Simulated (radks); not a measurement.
Problem. These are the eigenvalues of the occupied orbitals of an atom or ion with whole-number occupations (hartree). Calculated with a radial shooting solver on a logarithmic mesh with Libxc functionals: Dirac Kohn-Sham, BLYP, spin-unpolarised, spherical densities, finite nucleus; Fermi nuclear charge, rms radius of each element as measured or else 0.836 A^(1/3) + 0.57 fm.

1s1/2: -1797.295
2s1/2: -313.1051
2p1/2: -298.1929
2p3/2: -274.3694
3s1/2: -85.44244
3p1/2: -79.02238
3p3/2: -74.12335
3d3/2: -63.04535
3d5/2: -61.97681
4s1/2: -32.25668
4p1/2: -29.68839
4p3/2: -28.41484
4d3/2: -24.14134
4d5/2: -23.88460

Which element is it, and in what charge state? The configuration may be excited. Open shells, if any, fill j = l - 1/2 first.

Solution. Z = 63, europium, charge +21: Eu21+ in [Kr] 4d6. The list shows which subshells hold electrons but not how many an open one holds; the 1s level, -1797.3 hartree, gives Z - s = 60.0 by -(Z - s)^2/2, which with screening and relativity narrows Z to a few neighbours, and the depths of the outer levels then fix element, charge and occupations together.
